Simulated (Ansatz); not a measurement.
```yaml
crystal:
  periodic: [true, true, true]
  atoms:
    - {symbol: C, position_ang: [0.296486, 0.904722, 0.100284]}
    - {symbol: C, position_ang: [-0.768284, -0.058398, -0.361473]}
    - {symbol: In, position_ang: [-0.311863, -2.120185, 0.521966]}
    - {symbol: F, position_ang: [1.678355, -2.195366, 0.554532]}
    - {symbol: H, position_ang: [0.179946, 1.871106, -0.406447]}
    - {symbol: H, position_ang: [1.301368, 0.537063, -0.115106]}
    - {symbol: H, position_ang: [0.237997, 1.098145, 1.173761]}
    - {symbol: H, position_ang: [-1.782523, 0.189760, -0.052986]}
    - {symbol: H, position_ang: [-0.742981, -0.273146, -1.431631]}
basis:
  gaussian: {orbitals: def2-mTZVP}
magnetization: {spin_polarized: true, initial_magnetization: 3}
hamiltonian: {xc: {name: wPBEh}}
```

```sh
$ ansatz run in.yaml --threads 4 --pin off --events-out ev --progress --plain --max-ram 10444MiB
```

Shortened log:

```
Error: YAML parse error: error: line 2 column 3: crystal: missing field `lattice` (a structure is typed as `lattice` and `atoms`, a molecule's as `atoms` in Å alone, or read from a run's directory, `checkpoint`)
 --> <input>:2:3
1 | crystal:
2 |   periodic: [true, true, true]
3 |   atoms:
4 |     - {symbol: C, position_ang: [0.296486, 0.904722, 0.100284]}
```

In this input the molecule is marked periodic without a cell. The program refused the input.
